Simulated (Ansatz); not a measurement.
Ca₇Se₆⁺ (the lowest doublet isomer of a short search). Total charge 1; doublet. Geometry PBE-D4/def2-SVP, loosely relaxed, basis def2-TZVP, Ansatz.

```xyz
13

Ca   -1.568    3.425   -1.965
Ca    2.368   -2.638   -0.309
Ca    0.506    1.302    2.643
Ca   -2.041    3.736    1.749
Ca   -0.395    0.009   -0.868
Ca   -0.035   -0.338   -4.468
Ca    0.379   -3.946    2.427
Se    0.517   -1.321    1.518
Se   -1.957    0.928   -3.106
Se    2.052   -5.048    0.804
Se    0.058    2.653    0.149
Se   -1.450    2.462    3.978
Se    1.565   -1.223   -2.552
```

```csv
run,HOMO (eV),LUMO (eV)
A,-7.41,-4.05
B,-6.52,-4.59
C,-5.95,-4.75
D,-5.89,-5.18
```

Single mean-field runs in def2-TZVP are fitted with def2-universal-jkfit. The structure comes from a short search, and lower isomers may exist.

HOMO and LUMO are taken over both spins.

Question: The runs used CAM-B3LYP, PBE, PBE0, r2SCAN. Estimate which is which.

Answer: A CAM-B3LYP (range-separated); B PBE0 (25 % exact exchange); C r2SCAN (0 % exact exchange); D PBE (0 % exact exchange). Exact exchange lowers occupied and raises empty levels; among semilocal functionals meta-GGAs tend to open the gap a little, and such runs are hard to tell apart. The gap grows from 0.70 eV (PBE) to 3.37 eV (CAM-B3LYP). The geometry of the charge 1 doublet is only loosely relaxed.
